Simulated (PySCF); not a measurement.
Species: `FC(F)[SiH2][C@@H]([SiH3])[SiH2]P`. The columns A, B, C and D hold Mulliken, IAO, Hirshfeld and ESP-fitted charges (e) of one PBE0/pcSseg-1 density (PySCF), in a shuffled order. Coordinates in Å (GFN2-xTB); the density's dipole moment is (1.15, 0.91, 0.55) D.

```csv
atom,x,y,z,A,B,C,D
F1,-3.034,-1.006,-0.638,-0.230,-0.306,-0.307,-0.102
C2,-2.741,-0.152,0.385,+0.329,+0.184,+0.233,+0.058
F3,-2.601,-0.935,1.494,-0.241,-0.308,-0.312,-0.110
Si4,-1.113,0.827,0.012,+0.087,+0.726,+0.647,+0.311
C5,0.342,-0.372,0.171,-0.324,-0.915,-1.122,-0.276
Si6,0.067,-2.075,-0.675,+0.249,+0.602,+0.514,+0.301
Si7,1.960,0.454,-0.405,+0.375,+0.578,+0.440,+0.277
P8,2.011,2.538,0.408,-0.364,-0.110,-0.244,-0.016
H9,-3.636,0.463,0.546,+0.076,+0.144,+0.118,+0.044
H10,-1.106,1.907,1.005,-0.023,-0.110,-0.047,-0.073
H11,-1.312,1.338,-1.346,-0.021,-0.109,-0.034,-0.068
H12,0.457,-0.586,1.238,+0.173,+0.175,+0.215,+0.044
H13,1.326,-2.822,-0.583,-0.078,-0.120,-0.080,-0.079
H14,-0.973,-2.819,0.025,-0.030,-0.097,-0.043,-0.074
H15,-0.273,-1.848,-2.079,-0.052,-0.113,-0.056,-0.073
H16,1.997,0.602,-1.864,-0.048,-0.110,-0.020,-0.076
H17,3.112,-0.361,0.009,-0.119,-0.112,-0.035,-0.077
H18,3.376,2.695,0.275,+0.132,+0.005,+0.073,-0.005
H19,2.130,2.163,1.733,+0.110,-0.003,+0.061,-0.009
```

Problem. Which column most likely holds the ESP-fitted charges?

Solution. A. Σ q r misses the density's dipole by 0.06 D (A), 1.03 D (D), 2.70 D (B), 3.00 D (C). Charges fitted to the outside potential are the only set here that is tied to the molecule's multipoles.

Problem. And the Hirshfeld charges?

Solution. D. The mean sizes are 0.109 e (D), 0.161 e (A), 0.242 e (C), 0.254 e (B), and Hirshfeld charges are commonly the smallest of these schemes.

As computed, A = ESP-fitted, B = IAO, C = Mulliken, D = Hirshfeld. Hydrogens on carbon: ESP-fitted +0.08 to +0.17, IAO +0.14 to +0.18, Mulliken +0.12 to +0.21, Hirshfeld +0.04 to +0.04 e.

The Hirshfeld scheme divides the density at each point in proportion to the densities of the neutral, spherically averaged free atoms. The Mulliken scheme counts on each atom the diagonal of the density matrix times the overlap matrix over that atom's basis functions.

Isolated species at its GFN2-xTB geometry (one conformer only).

The values belong to the conformer `[F:1][CH:2]([F:3])[SiH2:4][C@@H:5]([SiH3:6])[SiH2:7][PH2:8]`: F1–C2–Si4–C5 -72°, C2–Si4–C5–Si6 45°, Si4–C5–Si7–P8 43°, H–P8–Si7–C5 160°, H–P8–Si7–C5 67°.
